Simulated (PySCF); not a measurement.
## Zinc: a sound run and one with changed settings

Sound run: Zn [Ar] 3d10 4s2, Zn+ [Ar] 3d10 4s1. All numbers are calculated (PySCF 2.14, the spin-free X2C one-electron Hamiltonian (Gaussian nucleus), in cc-pVDZ-DK (6s5p3d1f, 43 functions)). In the sound run the correlated levels freeze [Ar]. The sound run starts from symmetry-adapted Hartree-Fock orbitals and uses a fine grid where one is needed.

Changed run: a valence shell is frozen. This setting is unsound on purpose.

```json
{"species": "Zn", "method": "MP2", "sound run (hartree)": "-1794.71380", "changed run (hartree)": "-1794.28843", "converged": "yes"}
{"species": "Zn", "method": "CCSD(T)", "sound run (hartree)": "-1794.68691", "changed run (hartree)": "-1794.29959", "converged": "yes"}
```

Ionisation energy of Zn:

```
 method  sound run (eV)  changed run (eV)
    UHF           7.784             7.784
    MP2           8.977             8.384
SCS-MP2           8.999             8.504
   CCSD           9.077             8.687
CCSD(T)           9.176             8.687
  CCSDT             n/a             8.687
    FCI             n/a             8.687
```

Freezing a valence shell removes pair correlation that changes on ionisation.

For comparison, NIST gives 9.394 eV between the lowest levels.
